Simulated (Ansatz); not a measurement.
Setting up doublet BH2I− in Ansatz

BH2I− has 4 atoms, charge -1, and is taken as a doublet. As SMILES of the parent species, `[H]B([H])I`. The coordinates come from a GFN2-xTB relaxation. That shape belongs to the parent species and isn't relaxed for this state.

```xyz
4

B     0.1203    0.2004    0.0092
H     1.2856    0.1646    0.0405
H    -0.4568    1.2139    0.0077
I    -0.9490   -1.5789   -0.0574
```

Settings wanted:

```json
{"basis set": "STO-3G", "integral approximation": "none", "task": "energy", "method": "BCCD(T)", "reference": "UHF", "accuracy": "high", "frozen core orbitals": "19"}
```

Write the Ansatz 0.2.0 input and the command.

One that was run (others would do as well):

molecule.yaml:
```yaml
crystal:
  periodic: [false, false, false]
  atoms:
    - {symbol: B, position_ang: [0.120270, 0.200400, 0.009210]}
    - {symbol: H, position_ang: [1.285620, 0.164580, 0.040540]}
    - {symbol: H, position_ang: [-0.456840, 1.213900, 0.007680]}
    - {symbol: I, position_ang: [-0.949040, -1.578880, -0.057440]}
basis:
  gaussian:
    orbitals: STO-3G
magnetization:
  spin_polarized: true
  initial_magnetization: 1
total_charge: -1
correlation:
  method: bccd_t
  frozen_orbitals: {B: 1, H: 0, I: 18}
accuracy: high
scf:
  omitted_lower_state_checks: [cluster_reference, increment]
```

```bash
$ ansatz run molecule.yaml --threads 1 --pin off --max-ram 2610MiB --events-out events.jsonl --progress --plain --runs-dir runs
```

Calculated total energy: -6876.12188 Eh. The run is non-relativistic. Without diffuse functions such a state is poorly described.
